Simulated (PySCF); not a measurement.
**Run record: [C21H14B]-**

The script drives PySCF SCF with an in-house response code with single-precision fitted integrals, so total energies wander by about 1e-6 Eh between cycles (the fitting error itself is about 1e-3 Eh and cancels in differences); atoms count from 0. Pop asks for populations, which are stored and not printed.

The gap is small, so a closed-shell solution may not be the true ground state; the numbers describe that solution.

Job and coordinates (Å):

```
{"job": {"kind": "nmr", "xc": "KT3", "basis": "pcSseg-1", "pop": false}, "charge": -1, "multiplicity": 1}
C      4.922034    -0.022111     0.036045
C      4.506743    -0.076493    -1.231804
C      3.594146    -1.042431    -1.814391
C      2.377733    -1.397678    -1.386158
C      1.596397    -0.891415    -0.263284
C      2.043880    -0.900297     1.078103
C      3.371572    -1.347789     1.510701
C      4.577090    -0.943959     1.106338
C      1.178513    -0.538818     2.094768
C     -0.123068    -0.084641     1.831715
C     -0.568539    -0.048450     0.539929
C      0.285746    -0.473612    -0.529246
C     -0.378045    -0.369728    -1.798309
B     -1.751335     0.139217    -1.584913
C     -2.994273     0.503518    -2.420552
C     -4.091146     0.966620    -1.777843
C     -4.133636     1.131398    -0.356104
C     -5.152848     1.590076     0.435522
C     -4.715686     1.583674     1.800988
C     -3.438712     1.127538     1.866531
C     -3.001810     0.817310     0.522409
C     -1.857138     0.343143    -0.035754
H      5.678956     0.711230     0.303188
H      4.944693     0.617603    -1.945413
H      3.942013    -1.455395    -2.759208
H      1.819227    -2.078136    -2.024266
H      3.341279    -2.004290     2.377434
H      5.441615    -1.296832     1.667272
H      1.520223    -0.594681     3.121991
H     -0.753972     0.214253     2.657170
H      0.164629    -0.632565    -2.699549
H     -3.046768     0.411271    -3.504215
H     -4.998100     1.238230    -2.318439
H     -6.130717     1.911552     0.110269
H     -5.327342     1.898889     2.633903
H     -2.849705     1.015553     2.759849
```

Command:

```bash
OMP_NUM_THREADS=1 python large_run.py task.json out
```

Question: What does the program print?

Answer: 
```
start: PBE on a coarse grid of 30724 points
cycle   1  E = -831.8174575331  dE =  3.639e+00  |g| = 1.007e+00  |ddm| = 7.011e+00
cycle   2  E = -830.4858707788  dE =  1.332e+00  |g| = 2.049e+00  |ddm| = 5.396e+00
cycle   3  E = -831.5978042929  dE = -1.112e+00  |g| = 1.247e+00  |ddm| = 5.105e+00
cycle   4  E = -832.1359843539  dE = -5.382e-01  |g| = 1.565e-01  |ddm| = 1.604e+00
cycle   5  E = -832.1277128696  dE =  8.271e-03  |g| = 2.260e-01  |ddm| = 6.176e-01
cycle   6  E = -832.1395342462  dE = -1.182e-02  |g| = 1.148e-01  |ddm| = 4.395e-01
cycle   7  E = -832.1433476749  dE = -3.813e-03  |g| = 5.525e-02  |ddm| = 2.365e-01
cycle   8  E = -832.1444378378  dE = -1.090e-03  |g| = 1.548e-02  |ddm| = 9.633e-02
cycle   9  E = -832.1445025345  dE = -6.470e-05  |g| = 4.391e-03  |ddm| = 2.340e-02
final grid: 287212 points
cycle  10  E = -847.3534538178  dE = -5.092e-02  |g| = 3.133e-02  |ddm| = 1.225e+00
cycle  11  E = -847.3521610759  dE =  1.293e-03  |g| = 6.774e-02  |ddm| = 1.469e-01
cycle  12  E = -847.3530984395  dE = -9.374e-04  |g| = 4.201e-02  |ddm| = 1.448e-01
cycle  13  E = -847.3535723183  dE = -4.739e-04  |g| = 2.188e-02  |ddm| = 8.731e-02
cycle  14  E = -847.3537510105  dE = -1.787e-04  |g| = 5.766e-03  |ddm| = 4.051e-02
cycle  15  E = -847.3537568210  dE = -5.811e-06  |g| = 2.653e-03  |ddm| = 1.074e-02
cycle  16  E = -847.3537592558  dE = -2.435e-06  |g| = 7.186e-04  |ddm| = 4.129e-03
cycle  17  E = -847.3537607046  dE = -1.449e-06  |g| = 3.433e-04  |ddm| = 1.353e-03
cycle  18  E = -847.3537592555  dE =  1.449e-06  |g| = 9.722e-05  |ddm| = 5.640e-04
converged SCF energy = -847.3537592555

GIAO shielding tensors (ppm)
atom      isotropic    diamagn.    paramagn.     s11        s22        s33       span
  0 C       64.497     251.076    -186.580    -24.005     75.582    141.913    165.919
  1 C       59.943     253.017    -193.074    -35.239     71.446    143.621    178.860
  2 C       67.571     254.160    -186.589    -22.617     83.521    141.810    164.427
  3 C       55.192     257.860    -202.668    -46.585     67.191    144.970    191.555
  4 C       71.500     254.457    -182.957     19.153     53.130    142.215    123.062
  5 C       51.437     257.125    -205.688    -25.686     38.237    141.762    167.448
  6 C       53.928     254.649    -200.721    -40.856     65.184    137.454    178.310
  7 C       64.242     251.776    -187.533    -26.344     78.608    140.462    166.806
  8 C       64.263     254.641    -190.378    -16.401     71.987    137.202    153.603
  9 C       70.058     253.437    -183.378     -6.509     65.180    151.504    158.013
 10 C       38.623     254.625    -216.002    -31.031     29.699    117.203    148.234
 11 C       16.856     256.071    -239.215    -34.234    -15.246    100.048    134.282
 12 C       54.873     253.344    -198.471    -48.938     61.732    151.823    200.761
 13 B       71.464     198.145    -126.681     33.585     78.014    102.794     69.209
 14 C       59.745     261.175    -201.430    -41.841     57.090    163.986    205.827
 15 C       58.582     245.786    -187.204    -33.462     69.821    139.388    172.850
 16 C       47.550     253.072    -205.523    -28.095     34.922    135.821    163.916
 17 C       69.127     247.915    -178.789      3.878     71.494    132.009    128.131
 18 C       59.410     255.781    -196.371    -24.624     67.570    135.285    159.909
 19 C       74.553     248.534    -173.980    -10.373     88.635    145.398    155.771
 20 C       47.745     242.269    -194.524    -17.559     31.349    129.444    147.003
 21 C       21.563     256.208    -234.645    -68.076     -7.122    139.887    207.963
 22 H       26.360      27.988      -1.628     24.508     26.562     28.011      3.503
 23 H       26.089      29.133      -3.044     24.221     26.268     27.779      3.558
 24 H       26.718      29.865      -3.147     24.503     26.512     29.140      4.637
 25 H       26.324      34.513      -8.190     24.668     26.186     28.117      3.449
 26 H       26.281      29.832      -3.551     24.946     25.220     28.677      3.731
 27 H       26.550      25.791       0.759     24.118     26.869     28.663      4.546
 28 H       27.556      35.807      -8.250     25.248     27.976     29.445      4.198
 29 H       27.165      38.296     -11.131     25.380     26.684     29.432      4.051
 30 H       27.350      35.906      -8.556     21.649     28.320     32.081     10.433
 31 H       26.821      30.708      -3.886     23.877     28.148     28.438      4.561
 32 H       26.476      28.247      -1.771     24.784     26.349     28.294      3.510
 33 H       27.270      33.009      -5.739     25.649     27.694     28.468      2.818
 34 H       26.764      32.311      -5.548     24.929     27.393     27.969      3.040
 35 H       27.063      36.670      -9.607     24.747     27.209     29.232      4.485
```

Question: Roughly how long does this take on 1 thread of Intel Xeon Platinum 8259CL @ 2.50GHz (shared host), and how large is the basis?

Answer: About 2.6 min of wall time, peak memory 0.67 GiB; 444 basis functions and 1232 fitting functions.
